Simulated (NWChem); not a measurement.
System: CH₂ClF; SMILES FCCl

Here is an NWChem input.

```
start job
memory heap 200 mb stack 900 mb global 1100 mb
geometry units angstroms noautosym nocenter noautoz
  F      0.389191     1.505790     0.000000
  C     -0.571544     0.565043     0.000000
  Cl     0.131186    -1.062862     0.000000
  H     -1.185066     0.659826     0.907841
  H     -1.185066     0.659826    -0.907841
end
basis spherical
  * library def2-svp
end
dft
  xc b3lyp
  iterations 150
end
cosmo
  do_cosmo_smd true
  solvent acetone
end
task dft energy
```

All runs use the structure optimised with PBE0/def2-SVP. B3LYP is NWChem's, with the RPA form of VWN correlation. Solvent: acetone.

Level: B3LYP/def2-SVP with SMD (1 M gas to 1 M solution), gas-phase geometry.

Question: Give the results of this calculation. (B3LYP/def2-SVP, SMD on the gas-phase geometry.) Quantities: solvation free energy (kcal/mol); cavity-dispersion-structure term (kcal/mol); dipole in solution (D).

Answer: The solvation free energy (kcal/mol) is -3.6 and the cavity-dispersion-structure term (kcal/mol) is -0.3. The dipole in solution (D) comes out as 2.17.
